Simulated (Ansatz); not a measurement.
Reaction (formal exchange of groups at a C–C bond): `CC(C)(C)[O][Zn][F]` + `CC(C)(C)S` → `CCC(C)(C)S` + `CC(C)[O][Zn][F]`

Program: Ansatz. Geometries: PBE0-D4/def2-TZVP. ΔE: electronic, gas phase. CCSD(T)/CBS adds triple-zeta CCSD(T) − MP2 to the extrapolated MP2 energy (def2 sets, frozen cores). Functionals use def2-TZVPP. For Zn outer-core shells are correlated without core-valence functions, which leaves a few kJ/mol of doubt a bond. Scalar relativity is left out up to krypton. Each species was taken in one conformer, which may not be the lowest.

`CC(C)(C)[O][Zn][F]`:

Cartesian coordinates in Å:
```
C -0.169 -0.799 1.576
C -0.025 -0.156 0.203
C 1.286 0.615 0.116
C -1.202 0.772 -0.070
O -0.023 -1.223 -0.729
Zn 0.126 -0.952 -2.465
F 0.265 -0.818 -4.195
H -1.097 -1.371 1.625
H -0.180 -0.045 2.366
H 0.663 -1.482 1.757
H 1.339 1.410 0.863
H 1.391 1.084 -0.870
H 2.130 -0.060 0.266
H -2.137 0.209 -0.053
H -1.100 1.242 -1.057
H -1.266 1.575 0.668
```

`CC(C)(C)S`:

Cartesian coordinates in Å:
```
C -0.380 1.228 -0.639
C 0.203 -0.049 -0.053
C 0.670 0.189 1.378
C -0.819 -1.175 -0.095
S 1.715 -0.534 -0.975
H 0.352 2.037 -0.622
H -0.697 1.079 -1.674
H -1.256 1.540 -0.061
H 1.416 0.986 1.423
H 1.104 -0.716 1.808
H -0.182 0.485 1.996
H -1.702 -0.902 0.492
H -0.403 -2.097 0.313
H -1.145 -1.373 -1.119
H 1.125 -0.698 -2.170
```

`CCC(C)(C)S`:

```xyz
18

C    -0.355   -1.144    1.675
C    -0.609   -0.890    0.201
C     0.259    0.181   -0.468
C    -0.104    0.258   -1.946
C     0.079    1.545    0.180
S     2.033   -0.294   -0.451
H     0.662   -1.504    1.845
H    -1.038   -1.909    2.051
H    -0.508   -0.247    2.279
H    -1.655   -0.586    0.061
H    -0.481   -1.824   -0.355
H     0.492    1.014   -2.461
H    -1.160    0.524   -2.050
H     0.052   -0.702   -2.443
H     0.389    1.544    1.226
H     0.668    2.300   -0.343
H    -0.975    1.840    0.141
H     2.251   -0.107    0.860
```

`CC(C)[O][Zn][F]`:

Cartesian coordinates in Å:
```
C -0.736 -0.676 -1.020
C 0.464 0.133 -0.566
C 1.188 -0.532 0.589
O 0.101 1.456 -0.250
Zn -1.023 1.826 1.058
F -2.115 2.330 2.318
H -1.444 -0.804 -0.191
H -0.445 -1.674 -1.359
H -1.252 -0.169 -1.837
H 1.164 0.215 -1.410
H 1.557 -1.524 0.316
H 2.034 0.077 0.911
H 0.508 -0.657 1.442
```

| level | ΔE (kJ/mol) |
| --- | --- |
| r2SCAN-D4 | 17.8 |
| ωB97X-V | 16.8 |
| ωB97M-V | 17.2 |
| HF/def2-TZVPP | 17.2 |
| SCS-MP2/def2-TZVPP | 19.0 |
| MP2/def2-QZVPP | 19.5 |
| HF/CBS(def2) | 17.1 |
| CCSD/CBS(def2) | 18.0 |

Task: What does CCSD(T)/CBS give? (Estimate.)

Result: Ansatz gave: +18.4 kJ/mol. The listed levels differ from it by -0.6, -1.6, -1.2, -1.2, 0.6, 1.1, -1.3, -0.4 kJ/mol.

Largest T1 diagnostic among the species: 0.016.
